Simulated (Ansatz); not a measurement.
Species: methyl-bis(sulfanyl)borane, CH5BS2, charge 0, multiplicity 1. 
Geometry from a B3LYP-D3(BJ)/def2-TZVP (Ansatz, a first-principles code) optimisation:
SMILES: CB(S)S
```xyz
9

C     -1.8215    -0.1616    -0.5308
B     -0.3208    -0.0318    -0.0936
S      0.4834     1.5635     0.1837
S      0.6355    -1.5441     0.1401
H     -2.1488    -1.1948    -0.6545
H     -1.9895     0.3597    -1.4776
H     -2.4760     0.3123     0.2063
H     -0.5715     2.3475    -0.0990
H      1.8163    -1.0075     0.4964
```

Basis-set convergence of Hartree-Fock and CCSD(T) correlation energies (hartree) with Ansatz. Correlated levels leave the core frozen unless marked. No spin-orbit coupling. No relativistic terms.

| basis | functions | E(HF) | E(corr, CCSD(T)) |
|---|---|---|---|
| cc-pV(D+d)Z | 99 | -860.61361 | -0.57525 |
| cc-pV(T+d)Z | 208 | -860.65845 | -0.71905 |
| cc-pV(Q+d)Z | 388 | -860.66935 | -0.76334 |

Extrapolating the two largest sets (X = 3 and 4) as X^-3: E(corr) = (64·(-0.76334) - 27·(-0.71905))/37 = -0.7957 Eh, an estimate of the basis-set limit. The largest set recovers 95.9 % of it, the smallest 72.3 %.
